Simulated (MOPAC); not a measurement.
MOPAC input (MNDO):

```
MNDO 1SCF UHF MS=0.5 GEO-OK AUX(PRECISION=9) THREADS=1
H6N3Si

N    -1.23362100 1    1.11369000 1   -0.51326000 1
Si    0.01952000 1    0.17602900 1    0.28146800 1
N     1.36888000 1    0.05717400 1   -0.76833400 1
N    -0.39444500 1   -1.42911900 1    0.69477800 1
H    -0.91197200 1    1.96854400 1   -0.97427200 1
H     0.19315800 1    0.88015300 1    1.58246400 1
H     2.10828000 1   -0.60267200 1   -0.58788800 1
H     1.67213700 1    0.81760600 1   -1.35303100 1
H    -0.93591800 1   -1.61094000 1    1.52490500 1
H    -0.58465900 1   -2.10930400 1   -0.02501900 1
```

Output:

```
 *******************************************************************************
 **                                                                           **
 **                              MOPAC v23.2.5                                **
 **                                                                           **
 *******************************************************************************
 ** MOPAC's Digital Object Identifier: https://doi.org/10.5281/zenodo.6511958 **
 **                                                                           **
 ** Please cite the open-source release paper for use of this MOPAC version:  **
 ** J. E. Moussa and J. J. P. Stewart (2026)                                  **
 ** MOPAC: An open-source semiempirical molecular orbital program             **
 ** J. Open Source Softw., 11(119), 8025, https://doi.org/10.21105/joss.08025 **
 *******************************************************************************

                              MNDO CALCULATION RESULTS

 *******************************************************************************
 *  MNDO       - The MNDO Hamiltonian to be used
 *  GEO-OK     - OVERRIDE INTERATOMIC DISTANCE AND OTHER SAFETY CHECKS
 *  UHF        - UNRESTRICTED HARTREE-FOCK CALCULATION
 *  MS=        - IN MECI, MAGNETIC COMPONENT OF SPIN =  0.5
 *  1SCF       - DO 1 SCF AND THEN STOP
 *  AUX        - OUTPUT AUXILIARY INFORMATION
 *******************************************************************************
MNDO 1SCF UHF MS=0.5 GEO-OK AUX(PRECISION=9) THREADS=1
 H6N3Si

   ATOM   CHEMICAL          X               Y               Z
  NUMBER   SYMBOL      (ANGSTROMS)     (ANGSTROMS)     (ANGSTROMS)

     1       N         -1.23362100  *   1.11369000  *  -0.51326000  *
     2      Si          0.01952000  *   0.17602900  *   0.28146800  *
     3       N          1.36888000  *   0.05717400  *  -0.76833400  *
     4       N         -0.39444500  *  -1.42911900  *   0.69477800  *
     5       H         -0.91197200  *   1.96854400  *  -0.97427200  *
     6       H          0.19315800  *   0.88015300  *   1.58246400  *
     7       H          2.10828000  *  -0.60267200  *  -0.58788800  *
     8       H          1.67213700  *   0.81760600  *  -1.35303100  *
     9       H         -0.93591800  *  -1.61094000  *   1.52490500  *
    10       H         -0.58465900  *  -2.10930400  *  -0.02501900  *

          CARTESIAN COORDINATES

    NO.       ATOM           X           Y           Z

     1         N         -1.2336      1.1137     -0.5133
     2        Si          0.0195      0.1760      0.2815
     3         N          1.3689      0.0572     -0.7683
     4         N         -0.3944     -1.4291      0.6948
     5         H         -0.9120      1.9685     -0.9743
     6         H          0.1932      0.8802      1.5825
     7         H          2.1083     -0.6027     -0.5879
     8         H          1.6721      0.8176     -1.3530
     9         H         -0.9359     -1.6109      1.5249
    10         H         -0.5847     -2.1093     -0.0250

  H: (MNDO): M.J.S. DEWAR, W. THIEL, J. AM. CHEM. SOC., 99, 4899, (1977)
  N: (MNDO): M.J.S. DEWAR, W. THIEL, J. AM. CHEM. SOC., 99, 4899, (1977)
 Si: (MNDO): M.J.S.DEWAR, ET. AL. ORGANOMETALLICS  5, 375 (1986)

           Empirical Formula: H6 N3 Si  =    10 atoms

      MOLECULAR POINT GROUP   :   C1

          UHF CALCULATION, NO. OF ALPHA ELECTRONS =   13
                           NO. OF BETA  ELECTRONS =   12

 -------------------------------------------------------------------------------
 MNDO 1SCF UHF MS=0.5 GEO-OK AUX(PRECISION=9) THREADS=1
 H6N3Si

     1SCF WAS SPECIFIED, SO BFGS WAS NOT USED
     SCF FIELD WAS ACHIEVED

                              MNDO CALCULATION
                                                       MOPAC v23.2.5 Linux

          FINAL HEAT OF FORMATION =         -2.43899 KCAL/MOL =     -10.20475 KJ/MOL

          COSMO AREA              =        111.35 SQUARE ANGSTROMS
          COSMO VOLUME            =         98.34 CUBIC ANGSTROMS

          IONIZATION POTENTIAL    =          9.986888 EV
          ALPHA SOMO LUMO (EV)    =        -10.035  1.999
          BETA  SOMO LUMO (EV)    =         -9.987  0.553
          NO. OF ALPHA ELECTRONS  =         13
          NO. OF BETA  ELECTRONS  =         12
          MOLECULAR WEIGHT        =         76.1530         POINT GROUP:  C1

          MOLECULAR DIMENSIONS (Angstroms)

            Atom       Atom       Distance
            H     9    H     8     4.58064
            H     7    H     5     3.98365
            H    10    H     6     3.10139

          SCF CALCULATIONS        =          1

   ATOM   CHEMICAL          X               Y               Z
  NUMBER   SYMBOL      (ANGSTROMS)     (ANGSTROMS)     (ANGSTROMS)

     1       N         -1.23362100  *   1.11369000  *  -0.51326000  *
     2      Si          0.01952000  *   0.17602900  *   0.28146800  *
     3       N          1.36888000  *   0.05717400  *  -0.76833400  *
     4       N         -0.39444500  *  -1.42911900  *   0.69477800  *
     5       H         -0.91197200  *   1.96854400  *  -0.97427200  *
     6       H          0.19315800  *   0.88015300  *   1.58246400  *
     7       H          2.10828000  *  -0.60267200  *  -0.58788800  *
     8       H          1.67213700  *   0.81760600  *  -1.35303100  *
     9       H         -0.93591800  *  -1.61094000  *   1.52490500  *
    10       H         -0.58465900  *  -2.10930400  *  -0.02501900  *

                             CARTESIAN COORDINATES

   1    N       -1.233621000     1.113690000    -0.513260000
   2   Si        0.019520000     0.176029000     0.281468000
   3    N        1.368880000     0.057174000    -0.768334000
   4    N       -0.394445000    -1.429119000     0.694778000
   5    H       -0.911972000     1.968544000    -0.974272000
   6    H        0.193158000     0.880153000     1.582464000
   7    H        2.108280000    -0.602672000    -0.587888000
   8    H        1.672137000     0.817606000    -1.353031000
   9    H       -0.935918000    -1.610940000     1.524905000
  10    H       -0.584659000    -2.109304000    -0.025019000

           Empirical Formula: H6 N3 Si  =    10 atoms

      MOLECULAR POINT GROUP   :   C1

          ALPHA EIGENVALUES
 -34.50668 -31.12246 -30.58254 -17.65861 -17.13566 -16.92977 -15.63890 -14.69723
 -13.49676 -11.80634 -11.38058 -10.23807 -10.03528   1.99854   2.47756   2.91205
   3.05883   5.31888   5.62569   6.00633   6.54717   6.62458

           BETA EIGENVALUES
 -34.18779 -31.11150 -28.38282 -17.56405 -17.09593 -16.91561 -15.22591 -14.63132
 -13.02451 -10.85866 -10.04778  -9.98689   0.55326   2.16505   2.80181   3.03692
   3.33014   5.56204   5.80553   6.05235   6.55879   6.62957

              NET ATOMIC CHARGES AND DIPOLE CONTRIBUTIONS

  ATOM NO.   TYPE          CHARGE      No. of ELECS.   s-Pop       p-Pop
    1          N          -0.486931        5.4869     1.79114     3.69580
    2         Si           1.529922        2.4701     0.94334     1.52674
    3          N          -0.709975        5.7100     1.53578     4.17419
    4          N          -0.680833        5.6808     1.55200     4.12883
    5          H           0.089522        0.9105     0.91048
    6          H          -0.307689        1.3077     1.30769
    7          H           0.149441        0.8506     0.85056
    8          H           0.140484        0.8595     0.85952
    9          H           0.139309        0.8607     0.86069
   10          H           0.136751        0.8632     0.86325
 DIPOLE           X         Y         Z       TOTAL
 POINT-CHG.     0.604     0.369     0.528     0.883
 HYBRID         0.797     0.089    -0.506     0.948
 SUM            1.402     0.458     0.023     1.475

          ATOMIC ORBITAL ELECTRON POPULATIONS

     Atom    s        px        py        pz
    1  N   1.79114   1.57860   1.08573   1.03146
    2 Si   0.94334   0.49664   0.52047   0.50963
    3  N   1.53578   1.31001   1.29787   1.56631
    4  N   1.55200   1.70194   1.28048   1.14642
    5  H   0.91048
    6  H   1.30769
    7  H   0.85056
    8  H   0.85952
    9  H   0.86069
   10  H   0.86325

                    (SZ)    =    0.500000
                    (S**2)  =    0.755337

          ATOMIC ORBITAL SPIN POPULATIONS

    Atom   Total    s     px     py     pz
         Atomic
    1  N  1.0661  0.026  0.031  0.278  0.731
    2 Si -0.0532 -0.010 -0.015 -0.010 -0.018
    3  N  0.0043  0.001  0.003 -0.000  0.001
    4  N -0.0020  0.000 -0.002 -0.000 -0.000
    5  H -0.0352 -0.035
    6  H  0.0195  0.019
    7  H -0.0004 -0.000
    8  H  0.0007  0.001
    9  H  0.0005  0.000
   10  H -0.0002 -0.000

 **********************
 *                    *
 * JOB ENDED NORMALLY *
 *                    *
 **********************

 == MOPAC DONE ==
```

The geometry given is a B3LYP-D3(BJ)/def2-TZVP minimum.
